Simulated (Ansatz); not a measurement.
Ansatz (an electronic-structure program) input:

Ansatz 0.2 input:
```yaml
crystal:
  periodic: [false, false, false]
  atoms:
    - {symbol: C, position_ang: [-2.19894277, 0.79671908, 0.25294142]}
    - {symbol: C, position_ang: [-0.96930230, -0.00985773, -0.09895123]}
    - {symbol: C, position_ang: [0.16915702, 0.16011881, 0.80683407]}
    - {symbol: C, position_ang: [1.53739207, -0.09792515, 0.36657096]}
    - {symbol: Cl, position_ang: [2.19660617, 1.38987553, -0.54174872]}
    - {symbol: Cl, position_ang: [-1.42487538, -1.83624091, -0.07556737]}
    - {symbol: H, position_ang: [-1.96194778, 1.86047155, 0.17454504]}
    - {symbol: H, position_ang: [-3.02077105, 0.57109197, -0.42432415]}
    - {symbol: H, position_ang: [-2.52082124, 0.58657706, 1.27324215]}
    - {symbol: H, position_ang: [-0.67443671, 0.13796226, -1.13595761]}
    - {symbol: H, position_ang: [-0.01320023, 0.49840168, 1.81877822]}
    - {symbol: H, position_ang: [1.60664747, -0.90529586, -0.35782542]}
    - {symbol: H, position_ang: [2.23528181, -0.25532730, 1.18154382]}
basis:
  gaussian:
    orbitals: def2-TZVP
hamiltonian:
  xc: b3lyp
  dispersion: d3bj
magnetization: {spin_polarized: true, initial_magnetization: 1}
phonons: {temperatures: {t_min: 298.15, t_max: 298.15, t_step: 100}}
```

**Question.** Predict the final energy.

**Answer.** -1077.13282 Eh (B3LYP-D3(BJ)/def2-TZVP). The basis has 240 functions.

It need not be the lowest isomer of its formula.
